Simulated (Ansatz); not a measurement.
Calculated with Ansatz (gas phase, PBE0-D4/def2-TZVP geometries, no zero-point term in ΔE). CCSD(T)/CBS adds triple-zeta CCSD(T) − MP2 to the extrapolated MP2 energy (def2 sets, frozen cores). This one scheme is used for every species. DFT in def2-TZVPP. B3LYP here is the variant with VWN-RPA as its local correlation; programs differ in this. For Ge outer-core shells are correlated without core-valence functions, which leaves a few kJ/mol of doubt a bond. Scalar relativity is left out up to krypton. One conformer a species, not always the lowest.

Consider the hydrogenolysis of a Ge–Ge bond: `[OH][GeH2][GeH3]` + H₂ → `[OH][GeH3]` + GeH₄.

CCSD(T)/CBS gives +0.09 eV.

Question: Another level gave +0.10 eV. Which?
A. BHLYP-D4/def2-TZVPP
B. revPBE-D4/def2-TZVPP
C. HF/def2-TZVPP
D. B3LYP-D4/def2-TZVPP

Answer: D. B3LYP-D4 0.10, BHLYP-D4 0.03, revPBE-D4 0.18, HF/def2-TZVPP -0.22 eV.

Largest T1 diagnostic among the species: 0.012.

Leaving LDA and LC-ωPBE aside and taking each functional with its dispersion term where it has one, the values, not all of them listed here, spread over 0.25 eV, from B97M-V to revPBE-D4. The D4 term adds +0.08 eV with B3LYP and +0.05 eV with PBE0; it sums over pairs of atoms, weighted by their polarisabilities, and B3LYP, whose exchange is more repulsive, gets the larger term. At CCSD(T), def2-SVP lies −0.20 eV from the extrapolated value and def2-TZVPP −0.04 eV.
